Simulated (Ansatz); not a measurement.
# Which method gave which barrier?

Saddle point of BSi$_{4}$H$_{11}$Cl$_{2}$O$_{2}$, closed shell (BSi₄H₉Cl₂O ([SiH3][Si]([SiH3])([SiH3])[O][B]([Cl])[Cl]) + H₂O → BSi₄H₁₀ClO₂ ([OH][B]([Cl])[O][Si]([SiH3])([SiH3])[SiH3]) + HCl; bonds formed: Cl2–H9; dative contacts that become bonds: B1–O10; bonds broken: B1–Cl2, H9–O10), PBE0-D4/def2-TZVP structure:

```xyz
20
angstrom
B -1.4597 -1.2217 -1.2927
Cl -0.0830 -2.9742 -0.5109
Cl -2.1961 -1.7147 -2.8214
O -0.7150 -0.1288 -1.1892
Si 0.3398 0.5403 -0.0639
Si 0.5721 2.7862 -0.6785
Si -0.5275 0.4196 2.1123
Si 2.4321 -0.5241 -0.1497
H -1.4922 -2.4149 0.1333
O -2.2724 -1.6269 -0.0802
H -0.7470 3.4744 -0.6947
H 1.4504 3.4498 0.3230
H 1.1960 2.9059 -2.0234
H -0.6610 -0.9889 2.5710
H 0.4290 1.1265 3.0088
H -1.8556 1.0856 2.2091
H 3.4574 0.5245 0.1220
H 2.6648 -1.0788 -1.5084
H 2.5672 -1.5865 0.8773
H -3.0994 -2.0534 -0.3442
```

Computed with Ansatz 0.2.0 (basis: def2-TZVPP, with def2-QZVPP for the basis limit); correlated methods freeze the cores. Extrapolation: Hartree–Fock as exp(−7.88 √X), correlation as X^−2.97. Four methods, as single points on the PBE0-D4 structures, gave these electronic barriers from the start structure: 10.63, 13.20, 15.55, 19.60 kcal/mol.

The methods were, in alphabetical order, CCSD(T), HF, PBE-D4, PBE0-D4. Which gave which? (A judgement: the text doesn't fix the answer.)

By the calculation: PBE-D4 10.63; PBE0-D4 13.20; CCSD(T) 15.55; HF 19.60 kcal/mol. For comparison, CCSD(T) at an estimated basis limit (MP2 extrapolated from triple and quadruple zeta, plus CCSD(T) − MP2 in triple zeta) gives 15.29 kcal/mol.

The T1 diagnostic stays at or below 0.014.

The step is the kind of ligand exchange by which a precursor binds to a hydroxyl group, or is hydrolysed, in atomic layer deposition of oxides. Here a small cluster stands in for the surface site.

Labels in which every atom is bracketed show which atoms are joined, not bond orders.

For scale, one of the runs: CCSD(T)/def2-TZVPP, 499 basis functions, launched by `ansatz run in.yaml --threads 4 --pin off --events-out ev --progress --plain --max-ram 66560MiB --backend cuda --devices 0, --max-vram 37GiB`. Hardware: 4 CPU threads of an AMD EPYC 7R13 and a share of one NVIDIA H100, shared host. Wall time 72 s; peak host memory 1.2 GiB.
